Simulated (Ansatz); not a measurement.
```yaml
crystal:
  periodic: [false, false, false]
  atoms:
    - {symbol: Gd, position_ang: [0.048137, 0.162110, -0.058418]}
    - {symbol: N, position_ang: [-0.176473, 0.097720, 2.486098]}
    - {symbol: H, position_ang: [0.820123, 0.354094, 3.050824]}
    - {symbol: H, position_ang: [-0.156756, -0.592376, 2.760703]}
    - {symbol: H, position_ang: [-0.969558, 0.953092, 2.916155]}
    - {symbol: N, position_ang: [-0.062681, 0.183276, -2.600573]}
    - {symbol: H, position_ang: [-0.755019, -0.369406, -3.239577]}
    - {symbol: H, position_ang: [0.598906, -0.471421, -2.919337]}
    - {symbol: H, position_ang: [-0.118939, 0.988208, -3.006749]}
    - {symbol: N, position_ang: [2.497910, 0.148630, -0.122441]}
    - {symbol: H, position_ang: [2.884311, 0.974522, -0.131975]}
    - {symbol: H, position_ang: [3.009040, -0.541961, -1.004303]}
    - {symbol: H, position_ang: [2.705835, -0.575772, 0.771741]}
    - {symbol: N, position_ang: [-2.371833, 0.025234, -0.132595]}
    - {symbol: H, position_ang: [-2.788882, 0.730770, -0.763645]}
    - {symbol: H, position_ang: [-3.051916, 0.554792, 0.791784]}
    - {symbol: H, position_ang: [-2.821300, -0.862937, -0.057085]}
    - {symbol: N, position_ang: [0.277891, 2.500028, 0.052855]}
    - {symbol: H, position_ang: [0.415260, 3.016839, 1.096108]}
    - {symbol: H, position_ang: [-0.987036, 3.121508, -0.345359]}
    - {symbol: H, position_ang: [0.642853, 2.796200, -0.726171]}
    - {symbol: N, position_ang: [0.168543, -2.573547, -0.079808]}
    - {symbol: H, position_ang: [-0.221273, -2.722478, -0.891614]}
    - {symbol: H, position_ang: [-0.489999, -3.147021, 0.928685]}
    - {symbol: H, position_ang: [0.750868, -2.673876, 0.482453]}
basis:
  gaussian: {orbitals: def2-SVP}
total_charge: 3
magnetization: {spin_polarized: true, initial_magnetization: 7}
hamiltonian: {xc: {name: BLYP}, dispersion: d3bjatm}
accuracy: high
scf: {lower_state_search: full}
output: {forces: true}
```

```sh
$ ansatz run in.yaml --threads 4 --pin off --events-out ev --progress --plain --max-ram 6963MiB
```

It prints (some lines left out):

```
Functional definition: BLYP
basis functions trapped inside cores are left out: 1
5925 factors; integrals over basis functions are off by at most 2.8e-7 eV
mean field evaluation 1: about -29886.7754 eV, gradient 2.3e2 eV
mean field evaluation 2: about -29886.7579 eV, gradient 2.3e2 eV
mean field evaluation 4: about -29067.6868 eV, gradient 6.7e2 eV
mean field evaluation 8: about -30017.4413 eV, gradient 7.4e0 eV
mean field evaluation 16: about -30018.2103 eV, gradient 1.4e-7 eV
mean field evaluation 32: about -29913.8323 eV, gradient 1.4e2 eV
mean field evaluation 64: about -29967.7594 eV, gradient 7.7e1 eV
mean field evaluation 96: about -30014.5088 eV, gradient 3.5e1 eV
mean field evaluation 128: about -30018.2103 eV, gradient 4.7e-8 eV
mean field evaluation 160: about -30018.2103 eV, gradient 7.3e-6 eV
mean field evaluation 192: about -30018.2103 eV, gradient 9.3e-4 eV
mean field evaluation 224: about -30010.4356 eV, gradient 1.7e1 eV
mean field -30018.21026107 eV, -1103.1488800206 hartree, gradient 1.4e-8 eV, S^2 15.757506; 4 other end points of the search recorded, 0 dependent functions left out
reference -30018.21036236 eV, -1103.1488837430 hartree; 50, 43 occupied and 201, 208 virtual orbitals, 5925 factors
Total energy: -30019.47519469 eV, -1103.1953654738 hartree
Atom 0 at     0.048137     0.162110    -0.058418 Å, force    -0.318908    -1.236617     0.194275 eV/Å
Atom 1 at    -0.176473     0.097720     2.486098 Å, force     1.567941    34.070816    -9.791059 eV/Å
Atom 2 at     0.820123     0.354094     3.050824 Å, force    -2.617504     0.276045    -1.692678 eV/Å
Atom 3 at    -0.156756    -0.592376     2.760703 Å, force    -1.571888   -30.542486    12.467281 eV/Å
Atom 4 at    -0.969558     0.953092     2.916155 Å, force     2.686241    -3.830918    -0.930865 eV/Å
Atom 5 at    -0.062681     0.183276    -2.600573 Å, force    -3.310139    -7.864863     3.185774 eV/Å
Atom 6 at    -0.755019    -0.369406    -3.239577 Å, force    -0.425857     1.011791     1.451176 eV/Å
Atom 7 at     0.598906    -0.471421    -2.919337 Å, force     3.191492    -0.312363    -0.831067 eV/Å
Atom 8 at    -0.118939     0.988208    -3.006749 Å, force     0.674361     7.164633    -3.937020 eV/Å
Atom 9 at     2.497910     0.148630    -0.122441 Å, force    -1.938476   -11.989833    -0.931640 eV/Å
Atom 10 at     2.884311     0.974522    -0.131975 Å, force     3.961805     6.268620     0.516205 eV/Å
Atom 11 at     3.009040    -0.541961    -1.004303 Å, force    -1.502237     2.682829     2.844226 eV/Å
Atom 12 at     2.705835    -0.575772     0.771741 Å, force     0.184613     2.889803    -2.341406 eV/Å
Atom 13 at    -2.371833     0.025234    -0.132595 Å, force    -1.843900     4.229580     4.208406 eV/Å
Atom 14 at    -2.788882     0.730770    -0.763645 Å, force    -0.370344    -0.991687    -1.099466 eV/Å
Atom 15 at    -3.051916     0.554792     0.791784 Å, force     2.557911    -1.811699    -2.310897 eV/Å
Atom 16 at    -2.821300    -0.862937    -0.057085 Å, force    -1.114116    -1.426964    -0.911400 eV/Å
Atom 17 at     0.277891     2.500028     0.052855 Å, force    -8.033401     0.434288     7.732403 eV/Å
Atom 18 at     0.415260     3.016839     1.096108 Å, force     0.222055    -0.855085    -3.738742 eV/Å
Atom 19 at    -0.987036     3.121508    -0.345359 Å, force     3.661746    -1.906797     1.551132 eV/Å
Atom 20 at     0.642853     2.796200    -0.726171 Å, force     4.252197     3.491199    -5.626451 eV/Å
Atom 21 at     0.168543    -2.573547    -0.079808 Å, force   -13.997275     4.004012    -0.111154 eV/Å
Atom 22 at    -0.221273    -2.722478    -0.891614 Å, force    -1.746867    -2.535142    -5.943315 eV/Å
Atom 23 at    -0.489999    -3.147021     0.928685 Å, force     0.649652     1.692009    -3.842727 eV/Å
Atom 24 at     0.750868    -2.673876     0.482453 Å, force    15.180897    -2.911172     9.889010 eV/Å
Dipole moment:    -0.255063     0.268782     0.169927 e Å
```

Hardware: 4 threads of Arm Neoverse V2 on a shared host. Wall time 1.9 min, peak host memory 2.6 GiB.

In the def2 sets Gd takes a core potential; there is no spin–orbit coupling.

The dipole of an ion depends on the origin.
